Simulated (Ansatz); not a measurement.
Molecule: C2H8Cl2OSi2, charge 0, multiplicity 1. 
Coordinates optimised at B3LYP-D3(BJ)/def2-TZVP (Ansatz, a quantum-chemistry and plane-wave program):
```
Si
O 1 1.6682
Si 2 1.6038 1 143.13
H 3 1.4627 2 110.75 1 -165.89
H 1 1.4807 2 105.57 3 -152.06
C 1 1.8622 5 110.64 2 116.99
H 6 1.0916 1 111.09 5 -57.85
H 6 1.0921 7 108.12 1 121.60
H 6 1.0926 7 107.97 8 116.74
C 1 1.8634 5 110.73 2 -118.09
H 10 1.0913 1 111.21 5 58.38
H 10 1.0924 11 107.99 1 -121.87
H 10 1.0926 11 108.08 12 -116.51
Cl 3 2.0538 4 108.82 2 121.66
Cl 3 2.0592 4 108.84 2 -121.06
```
Charge 0, spin multiplicity 1.

Dipole moments at this geometry, in debye (magnitudes).

| level | program | dipole (D) |
|---|---|---|
| SVWN5/def2-TZVPD | Ansatz | 1.61 |
| PBE/def2-TZVPD | Ansatz | 1.59 |
| BLYP/def2-TZVPD | Ansatz | 1.56 |
| revPBE/def2-TZVPD | Ansatz | 1.59 |
| r2SCAN/def2-TZVPD | Ansatz | 1.58 |
| B97M-V/def2-TZVPD | Ansatz | 1.56 |
| B3LYP/def2-TZVPD | Ansatz | ? |
| r2SCANh/def2-TZVPD | Ansatz | 1.58 |
| r2SCAN0/def2-TZVPD | Ansatz | 1.57 |
| CAM-B3LYP/def2-TZVPD | Ansatz | 1.58 |
| LC-wPBE/def2-TZVPD | Ansatz | 1.61 |
| wB97X-V/def2-TZVPD | Ansatz | 1.58 |
| CCSD(T)/aug-cc-pV(D+d)Z | Ansatz | ? |

Q: Some entries are withheld; supply them.

A: 
- B3LYP/def2-TZVPD, dipole (D): 1.57
- CCSD(T)/aug-cc-pV(D+d)Z, dipole (D): 1.56
